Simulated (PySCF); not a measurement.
**CuI2: bond angle as a parameter**

The complex CuI2 (charge 0) contains Cu(II), shell d9. The structure is a model geometry with rigid ligands and bond lengths from ionic radii, not a minimum; coordination linear, point group D∞h, metal–donor distances 2.55 Å.

The d shell alone is too small an active space for CuI2 (Cu(II) with such soft donors has much ligand-hole, Cu(I)-like character): its levels, fitted parameters, g values and moments show what this model gives and aren't sound predictions.

```
3

Cu    0.0000    0.0000    0.0000
I     0.0000    0.0000    2.5500
I     0.0000    0.0000   -2.5500
```

Method (PySCF 2.14, density fitting): CASSCF(9,5) with orbitals averaged over all microstates of the shell, strongly contracted NEVPT2 on the averaged canonical orbitals; basis x2c-TZVPall on the metal, x2c-SVPall elsewhere; spin-free X2C; gas phase; spin-orbit coupling by state interaction with the mean-field operator over all roots.

The ligand–metal–ligand angle is closed from 180°.

```json
{"bond angle": "120.0°", "group": "C2v", "ground": "2B1", "next state (NEVPT2) / cm⁻¹": "2A1 1962", "orbital energies above the lowest (NEVPT2 fit) / cm⁻¹": "0 12 2208 3151 5112", "μeff(300 K) / μB": "2.56"}
{"bond angle": "135.0°", "group": "C2v", "ground": "2B1", "next state (NEVPT2) / cm⁻¹": "2A1 682", "orbital energies above the lowest (NEVPT2 fit) / cm⁻¹": "0 3 2492 3564 4246", "μeff(300 K) / μB": "2.94"}
{"bond angle": "150.0°", "group": "C2v", "ground": "?", "next state (NEVPT2) / cm⁻¹": "?", "orbital energies above the lowest (NEVPT2 fit) / cm⁻¹": "?", "μeff(300 K) / μB": "?"}
{"bond angle": "160.0°", "group": "C2v", "ground": "2A1", "next state (NEVPT2) / cm⁻¹": "2B1 848", "orbital energies above the lowest (NEVPT2 fit) / cm⁻¹": "0 0 2824 3202 4050", "μeff(300 K) / μB": "2.98"}
{"bond angle": "170.0°", "group": "C2v", "ground": "2A1", "next state (NEVPT2) / cm⁻¹": "2B1 1160", "orbital energies above the lowest (NEVPT2 fit) / cm⁻¹": "0 0 2889 2986 4146", "μeff(300 K) / μB": "2.91"}
{"bond angle": "180.0°", "group": "D∞h", "ground": "2Σg+", "next state (NEVPT2) / cm⁻¹": "2Πg 1268", "orbital energies above the lowest (NEVPT2 fit) / cm⁻¹": "0 0 2911 2911 4179", "μeff(300 K) / μB": "2.89"}
```

Problem. Fill in the row at 150.0°.

Solution. ground: 2A1; next state (NEVPT2) / cm⁻¹: 2B1 350; orbital energies above the lowest (NEVPT2 fit) / cm⁻¹: 0 1 2718 3544 3894; μeff(300 K) / μB: 3.08.

Ligand-hole states mix strongly into such Cu(II) halides; the d shell alone makes them too ionic, overstates g shifts and moments and can put the wrong state lowest. NEVPT2 lifts 2Δg from 2564 to 4179 cm⁻¹; on the d shell alone such lifts tend to overshoot.
